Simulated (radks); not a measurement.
Isoelectronic series with 4 electrons, each ion in its NIST ground configuration. Calculated with a radial shooting solver on a logarithmic mesh with Libxc functionals: scalar-relativistic Kohn-Sham, r2SCAN, spin-polarised, spherical densities, finite nucleus; meta-GGA in the generalised Kohn-Sham scheme; Fermi nuclear charge, rms radius of each element as measured or else 0.836 A^(1/3) + 0.57 fm. Total energies (hartree) and orbital eigenvalues (hartree):

ion    configuration  E (hartree)         2s         1s
Be          [He] 2s2    -14.65204   -0.21119   -3.99230
C2+         [He] 2s2    -36.50428   -1.49520  -11.48225
O4+         [He] 2s2    -68.39082   -3.79293  -23.00033
Ne6+        [He] 2s2   -110.32761   -7.09768  -38.54003
Mg8+        [He] 2s2   -162.34245  -11.41068  -58.10880
Si10+       [He] 2s2   -224.47091  -16.73515  -81.71872
S12+        [He] 2s2   -296.75585  -23.07555  -109.3851
Ar14+       [He] 2s2   -379.24744  -30.43727  -141.1263
Ca16+       [He] 2s2   -472.00332  -38.82667  -176.9635
